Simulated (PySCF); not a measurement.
# Telling isomers of C₆H₆ClNSi apart by NMR

- coordinates at the GFN2-xTB level
- σ from GIAO-PBE0/pcSseg-1
- run in PySCF 2.14.0 with density-fitted response routines
- no solvent model, non-relativistic, averaged over atoms made equivalent by symmetry, fast rotation or ring inversion, a single conformation

δ = σ(ref) − σ, references computed at the same level: ¹H (σref 31.72) and ¹³C (σref 186.93) against TMS. Where no couplings were computed, multiplicities follow the n + 1 count of equivalent neighbours, and m marks all less simple cases (inequivalent or close neighbours, rings, F or P nearby). Shifts are as computed. Against solution values, carbons near 30 ppm lie about +3 ppm off and those near 130 ppm about +5 ppm. Of 1309 compounds with measured shifts, 239 miss one by over three times the rms of a fit or turn the order of signals round; such compounds aren't used in these exercises.

(1) Tabulate the signals of `C#C[Si@@](Cl)(C#CC)N=C`, `C#Cc1cccn1[SiH2]Cl` and their relative energies.

(2) What is the quickest way to tell C#C[Si@@](Cl)(C#CC)N=C from C#Cc1cccn1[SiH2]Cl?

Answers

(1) 
| SMILES | carbon types | δC | δH | E rel. (kcal/mol) |
| --- | --- | --- | --- | --- |
| C#C[Si@@](Cl)(C#CC)N=C | 3×C 1×CH 1×CH2 1×CH3 | 172.6, 112.7, 100.7, 89.4, 82.3, 5.7 | 8.66 (m, 1H), 8.63 (m, 1H), 2.10 (s, 3H), 1.96 (s, 1H) | 35.4 |
| C#Cc1cccn1[SiH2]Cl | 2×C 4×CH | 130.4, 129.3, 119.3, 118.1, 92.5, 80.4 | 7.15 (m, 1H), 6.92 (m, 1H), 6.59 (m, 1H), 5.92 (s, 2H), 3.20 (s, 1H) | 0.0 |

Energies are electronic energies at PBE0/pcSseg-1 on these geometries, without zero-point or thermal terms, each for the one conformer computed, which needn't be the lowest.

(2) Both give the same number of carbon signals, but DEPT or the intensities differ. The first has a C=N carbon (CH2) at 172.6 ppm, the second an aromatic CH at 130.4 ppm. In the proton spectra the most deshielded non-exchanging signals are 8.66 (m, 1H) and 7.15 (m, 1H).
